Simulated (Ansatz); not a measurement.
Consider the ligand exchange at a B–C bond: `BC(C)=C=C` + `S[CH2][GeH3]` → `BS[CH2][GeH3]` + `C=C=CC`.

Calculated with Ansatz (gas phase, PBE0-D4/def2-TZVP geometries, no zero-point term in ΔE). CBS: MP2 limit from def2 TZ/QZ plus the TZ coupled-cluster correction, frozen cores. Functionals use def2-TZVPP. B3LYP here is the variant with VWN-RPA as its local correlation; programs differ in this. For Ge outer-core shells are correlated without core-valence functions, which leaves a few kJ/mol of doubt a bond. Scalar relativity is left out up to krypton. One conformer a species, not always the lowest.

**Question.** Is it downhill or uphill in electronic energy at CCSD(T)/CBS, and by how much? (Best estimate.)

**Answer.** Ansatz gave: Downhill: ΔE = -72.9 kJ/mol.

**Question.** What do these levels give: r2SCAN-D4, PBE0-D4, B3LYP-D4, HF/def2-TZVPP, MP2/def2-QZVPP, CCSD/CBS(def2)? (Estimate.)

**Answer.** Ansatz gave: r2SCAN-D4 -74.4, PBE0-D4 -73.8, B3LYP-D4 -71.0, HF/def2-TZVPP -61.0, MP2/def2-QZVPP -71.2, CCSD/CBS(def2) -70.9 kJ/mol.

Largest T1 diagnostic among the species: 0.013.

In def2-TZVPP, CCSD(T) changes the Hartree–Fock value by −12.4 kJ/mol (the triples alone add −2.0 kJ/mol) and MP2 by −10.8 kJ/mol.
